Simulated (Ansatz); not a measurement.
`[F][Sn]([Cl])([Cl])[Br]` + H₂O → `[OH][Sn]([F])([Cl])[Br]` + HCl at 400 K and 1 bar (formal hydrolysis of the Sn–Cl bond).

Computed with Ansatz on PBE0-D4/def2-TZVP structures; ΔE is electronic, products minus reactants. CBS: MP2 limit from def2 TZ/QZ plus the TZ coupled-cluster correction, frozen cores. This one scheme is used for every species. Elements past krypton have def2 core potentials. For Br, Sn outer-core shells are correlated without core-valence functions, which leaves a few kJ/mol of doubt a bond. Scalar relativity is left out up to krypton. Each species was taken in one conformer, which may not be the lowest.

| species | CCSD(T)/CBS energy (Eh) | H − E (kJ/mol) | S (J/(mol·K)) |
| --- | --- | --- | --- |
| `[F][Sn]([Cl])([Cl])[Br]` | -3806.86426 | 46.3 | 418.5 |
| H₂O | -76.37941 | 69.8 | 198.6 |
| `[OH][Sn]([F])([Cl])[Br]` | -3422.83962 | 79.4 | 433.1 |
| HCl | -460.38127 | 29.6 | 195.4 |

H − E and S are ideal-gas, rigid-rotor, harmonic terms from PBE0-D4/def2-TZVP, for one conformer and one mirror image of each species. 1 Eh = 2625.50 kJ/mol, R = 8.31446 J/(mol·K).

**Question.** By hand: ΔE, ΔH, ΔS and ΔG.

**Answer.** ΔE = (-3422.83962) + (-460.38127) − (-3806.86426) − (-76.37941) = 0.02278 Eh = 59.8 kJ/mol. Δ(H − E) = 79.4 + 29.6 − 46.3 − 69.8 = -7.1, so ΔH = 52.7 kJ/mol. ΔS = 433.1 + 195.4 − 418.5 − 198.6 = 11.4 J/(mol·K). ΔG = 52.7 − 400 × (11.4)/1000 = 48.1 kJ/mol.

**Question.** By hand: the equilibrium constant, and the temperature at which ΔG would vanish if ΔH and ΔS stayed fixed.

**Answer.** log₁₀ K = −ΔG/(RT ln 10) = -6.3. ΔG = 0 at ΔH/ΔS = 4623 K, far beyond where these terms or the molecules hold.

The number of gas molecules stays the same, so ΔS is small and ΔH decides. A doubt of 5 kJ/mol in ΔE shifts log₁₀ K by 0.7 here. Other conformers and mirror images would add mixing entropy, several J/(mol·K) or more a flexible species. Modes under 60 cm⁻¹, often nearly free rotors, make the harmonic entropy too high. These are equilibria of isolated gas molecules and say nothing of rates. Largest T1 diagnostic: 0.012 (customary marks: 0.02 for closed shells, 0.045 for open ones).
